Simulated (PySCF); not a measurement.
1-bromo-1,2,2-trichloroethene (C₂BrCl₃), SMILES ClC(Cl)=C(Cl)Br.

Geometry: B3LYP-D3(BJ)/def2-SVP.

All values below come from HF/def2-TZVP in PySCF.

Isolated molecule, no solvent.

Computed frontier levels, gap, dipole moment and polarisability:
```
Property                                                                                                       Result
---------------------------------------------------------------------------------------------  ----------------------
highest occupied level                                                                                       -9.86 eV
lowest empty level                                                                                            2.62 eV
orbital gap                                                                                                  12.48 eV
dipole moment                                                                                                  0.14 D
quadrupole, principal values (traceless, Buckingham form, about the centre of nuclear charge)  -2.06, -0.78, 2.84 D·Å
mean static polarisability                                                                      77.7 bohr³ (11.51 Å³)
polarisability, principal values                                                               46.4, 87.7, 99.0 bohr³
```
